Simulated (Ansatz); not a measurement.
Cost and result for the atomization energy of C$_{2}$H$_{6}$BFO (`OCCBF`) (11 atoms, 10 bonds).

```xyz
11

O     1.251    0.994   -0.897
C     0.995   -0.311   -0.423
C    -0.488   -0.572   -0.201
B    -1.205    0.335    0.840
F    -0.527    1.298    1.465
H     1.081    1.609   -0.178
H     1.390   -0.987   -1.185
H     1.555   -0.509    0.501
H    -0.658   -1.618    0.095
H    -1.032   -0.471   -1.151
H    -2.363    0.231    1.135
```

Total charge 0; spin multiplicity 1. The geometry is a stationary point of PBE0-D4/def2-TZVP. It is one conformer, not always the lowest. Program: Ansatz. All runs use 4 threads of an Intel Xeon Platinum 8259CL on a shared host. Times are those of one run each, without the atoms' runs, and a repeat can differ threefold. Electronic energies, without spin–orbit coupling; frozen cores. CCSD(T)/CBS adds CCSD(T) − MP2 in def2-TZVPP to the MP2 limit, and its time is that of the two runs behind it. T1 = 0.012. B3LYP takes the VWN-RPA correlation (the form of Gaussian; ORCA's B3LYP/G).

CCSD(T)/CBS is a level of theory with its own doubt, some kJ/mol a heavy atom from the limit and from the frozen cores, so smaller differences don't rank the functionals.

| level | functions | wall time |
| --- | --- | --- |
| PBE-D4/def2-TZVPP (with forces) | 239 | 1.9 s |
| PBE0-D4/def2-TZVPP | 239 | 1.9 s |
| r2SCAN-D4/def2-TZVPP (with forces) | 239 | 3 s |
| B3LYP-D4/def2-TZVPP (with forces) | 239 | 3.1 s |
| B2PLYP/def2-TZVPP | 239 | 3.9 s |
| ωB97X-V/def2-TZVPP | 239 | 5.5 s |
| ωB97M-V/def2-TZVPP (with forces) | 239 | 7.5 s |
| MP2/def2-QZVPP | 465 | 18 s |
| CCSD(T)/def2-TZVPP | 239 | 69 s |
| CCSD(T)/CBS(def2) | – | 86 s |

What atomization energy does each give, and how far from CCSD(T)/CBS? (Estimate.)

The calculation gave: 
```json
{"level": "PBE-D4/def2-TZVPP (with forces)", "atomization (kJ/mol)": "4460.4", "difference from CCSD(T)/CBS": "99.0", "per bond": "9.9"}
{"level": "PBE0-D4/def2-TZVPP", "atomization (kJ/mol)": "4379.0", "difference from CCSD(T)/CBS": "17.6", "per bond": "1.8"}
{"level": "r2SCAN-D4/def2-TZVPP (with forces)", "atomization (kJ/mol)": "4382.9", "difference from CCSD(T)/CBS": "21.5", "per bond": "2.2"}
{"level": "B3LYP-D4/def2-TZVPP (with forces)", "atomization (kJ/mol)": "4365.1", "difference from CCSD(T)/CBS": "3.7", "per bond": "0.4"}
{"level": "B2PLYP/def2-TZVPP", "atomization (kJ/mol)": "4330.0", "difference from CCSD(T)/CBS": "-31.4", "per bond": "-3.1"}
{"level": "ωB97X-V/def2-TZVPP", "atomization (kJ/mol)": "4369.7", "difference from CCSD(T)/CBS": "8.3", "per bond": "0.8"}
{"level": "ωB97M-V/def2-TZVPP (with forces)", "atomization (kJ/mol)": "4381.7", "difference from CCSD(T)/CBS": "20.3", "per bond": "2.0"}
{"level": "MP2/def2-QZVPP", "atomization (kJ/mol)": "4411.1", "difference from CCSD(T)/CBS": "49.7", "per bond": "5.0"}
{"level": "CCSD(T)/def2-TZVPP", "atomization (kJ/mol)": "4261.2", "difference from CCSD(T)/CBS": "-100.2", "per bond": "-10.0"}
{"level": "CCSD(T)/CBS(def2)", "atomization (kJ/mol)": "4361.4", "difference from CCSD(T)/CBS": "0.0", "per bond": "0.0"}
```

The D4 term adds +26.6 kJ/mol with B3LYP and +13.9 kJ/mol with PBE0; it sums over pairs of atoms, weighted by their polarisabilities, and B3LYP, whose exchange is more repulsive, gets the larger term. In def2-TZVPP, CCSD(T) changes the Hartree–Fock value by +1006.9 kJ/mol (the triples alone add +57.7 kJ/mol) and MP2 by +1097.7 kJ/mol; breaking electron pairs costs correlation energy, which Hartree–Fock lacks. From PBE to PBE0 (25 % exact exchange), in def2-TZVPP and without D4, the atomization energy moves by −78.5 kJ/mol: exact exchange takes away binding that semilocal exchange gives to molecules.
